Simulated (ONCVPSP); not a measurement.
## lanthanum (La): excitation energies, all-electron against ONCV

ONCVPSP 4.0.1 input, shortened (lines: element, Z, core and valence counts, functional; n l f; lmax; l rc ep ncon nbas qcut; lloc lpopt rc5 dvloc0; l nproj debl; icmod fcfact rcfact), PBE, scalar-relativistic:

```
  La 57.00    9    4        4      upf
    1    0    2.00
    2    0    2.00
    2    1    6.00
    3    0    2.00
    3    1    6.00
    3    2   10.00
    4    0    2.00
    4    1    6.00
    4    2   10.00
    5    0    2.00
    5    1    6.00
    5    2    1.00
    6    0    0.50
    3
    0    2.30    0.00    4    9    6.30
    1    2.90    0.00    3    6    5.50
    2    3.30    0.00    4    9    4.10
    3    3.65    0.03    4    7    2.80
    4    5    1.80    0.00
    0    2    1.50
    1    2    3.00
    2    3    1.10
    3    3    0.60
    3    5.75    1.60
```

In the p channel the program set the typed energies aside and used -1.156, 0.050 Ha. In the f channel the program set the typed energies aside and used -0.494, 0.106, 0.706 Ha.

Energies are relative to the spin-unpolarised reference configuration 5s2 5p6 5d1 6s0.5; without spin polarisation the order of configurations can differ from experiment.

```
valence configuration  charge  ΔE all-electron (eV)  error AE − PS (meV)
      5s2 5p6 5d1 6s2       0               -10.762                 -3.0
      5s2 5p6 5d1 6s1      +1                -4.796                 -0.2
      5s2 5p6 5d0 6s0      +3                25.042                  -28
```

Question: What are ΔE and the potential's error for 5s2 5p6 5d1 6s0?

Answer: ΔE = 6.092 eV all-electron; the error (AE − PS) is -2.4 meV.

Levels in the configuration 5s2 5p6 5d0 6s0:

| level | all-electron (eV) | pseudo (eV) |
| --- | --- | --- |
| 5s | -61.665 | -61.658 |
| 5p | -44.743 | -44.775 |

Note: ghosts flagged at negative energy: f at -132.8 eV; GHOST(+) flagged for s at 87.7 eV. A true bound ghost makes a file unfit for plane-wave use.
